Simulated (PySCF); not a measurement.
**Excitation energy of Te⁺ by level of theory**

Te⁺ [Kr] 4d10 5s2 5p3 (4S) → Te⁺ [Kr] 4d10 5s2 5p2 6s1 (4P), as a difference of total energies. Calculation: PySCF 2.14, in aug-cc-pVQZ-PP with one added diffuse shell each of s, p, d, f, g type with ECP28MDF (8s8p6d4f3g, 117 functions); a scalar-relativistic core potential. Correlated levels: valence: 4s2 4p6 4d10 frozen. The calculations carry no spin-orbit coupling.

```csv
method,excitation energy (cm⁻¹)
UHF,82204
LDA,80480
PBE0,81559
M06-2X,82296
wB97X,82946
wB97X-V,82193
MP2 (valence),83262
```

**Question.** Estimate what SCS-MP2 (valence) gives.

**Answer.** 83075 cm⁻¹, closest to wB97X among the rows shown.

**Question.** Estimate what PBE gives.

**Answer.** 79540 cm⁻¹, closest to LDA among the rows shown.

The promoted electron is Rydberg-like, and one or two diffuse shells describe it only roughly, which tends to raise the upper state.
